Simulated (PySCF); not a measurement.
A calculated (PBEsol, PySCF 2.14, aug-cc-pVTZ with one added diffuse shell each of s, p, d, f, g type, no relativity, point nucleus) atom or ion has these occupied shells.

| shell | electrons | orbital energy (eV) | rms radius, mean of both spins (bohr) |
| --- | --- | --- | --- |
| 1s α | 1 | -4373.5 | 0.0852 |
| 1s β | 1 | -4373.4 | 0.0852 |
| 2s α | 1 | -477.14 | 0.376 |
| 2s β | 1 | -476.89 | 0.376 |
| 2p α | 3 | -395.67 | 0.343 |
| 2p β | 3 | -395.47 | 0.343 |
| 3s α | 1 | -62.677 | 1.16 |
| 3s β | 1 | -61.827 | 1.16 |
| 3p α | 3 | -41.913 | 1.27 |
| 3p β | 3 | -41.041 | 1.27 |
| 3d α | 1 | -11.709 | 1.86 |
| 4p α | 1 | -7.482 | 4.27 |

(1) Name the element and its charge.

## Answers

(1) Sc⁺ (scandium, charge +1), in [Ar] 3d1 4p1, one real determinant (an excited configuration).
